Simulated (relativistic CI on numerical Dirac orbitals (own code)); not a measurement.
# Spin-allowed bands of a d8 ion in an octahedral site, by hand

Problem. Take Δ = 6600 cm⁻¹ and B = 980 cm⁻¹ for a d8 ion in an octahedral site. Calculate the three spin-allowed bands.

Working.
1. The terms of highest spin are 3F (energy 0) and 3P (15B = 14700 cm⁻¹). Here the F term splits into A2 at −1.2Δ = -7920, T2 at −0.2Δ = -1320 and T1 at +0.6Δ = 3960 cm⁻¹.
2. The two T1 states mix through the element 0.4Δ: H = [[3960, 2640], [2640, 14700]], with roots ½(H₁₁ + H₂₂) ∓ ½√[(H₂₂ − H₁₁)² + 4H₁₂²] = ½(18660) ∓ ½(11968) = 3346 and 15314 cm⁻¹.
3. The ground term is 3A2 at -7920 cm⁻¹.
4. Bands: 3T2 6600 cm⁻¹ (1515 nm), 3T1(F) 11266 cm⁻¹ (888 nm), 3T1(P) 23234 cm⁻¹ (430 nm).

Check. Exact diagonalisation of the whole d8 shell with these parameters gives 3T2 6600, 3T1 11266, 3T1 23234 cm⁻¹. The match is exact, since without spin-orbit coupling no other term has this spin. The ratio of the second band to the first, 1.707, depends on Δ/B = 6.7 alone, which is how a Tanabe-Sugano diagram is read.
